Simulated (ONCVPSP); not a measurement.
# Transferability test, ONCV potential for zinc (Zn)

ONCVPSP 4.0.1 input, shortened (lines: element, Z, core and valence counts, functional; n l f; lmax; l rc ep ncon nbas qcut; lloc lpopt rc5 dvloc0; l nproj debl; icmod fcfact rcfact), PBE, scalar-relativistic:

```
  Zn 30.00    6    1        4      upf
    1    0    2.00
    2    0    2.00
    2    1    6.00
    3    0    2.00
    3    1    6.00
    3    2   10.00
    4    0    2.00
    1
    0    2.25    0.00    3    7    2.90
    1    2.00    0.03    3    7    3.70
    4    5    1.45    2.00
    0    2    0.40
    1    1    0.40
    3    2.25    1.60
```

Energies are relative to the spin-unpolarised reference configuration 4s2; without spin polarisation the order of configurations can differ from experiment.

```
valence configuration  charge  ΔE all-electron (eV)  error AE − PS (meV)
                4s1.5    +0.5                 3.941                  -28
              4s1 4p1       0                 5.087                  -33
```

(1) What are ΔE and the potential's error for 4s1?

(2) What are ΔE and the potential's error for 4s0 4p1?

Levels in the configuration 4s1.5:

| level | all-electron (eV) | pseudo (eV) |
| --- | --- | --- |
| 4s | -9.841 | -9.959 |

Note: no bound ghost flagged; GHOST(+) flagged for s at 91.6 eV.

Results:

(1) ΔE = 9.889 eV all-electron; the error (AE − PS) is -125 meV.

(2) ΔE = 16.213 eV all-electron; the error (AE − PS) is -229 meV.
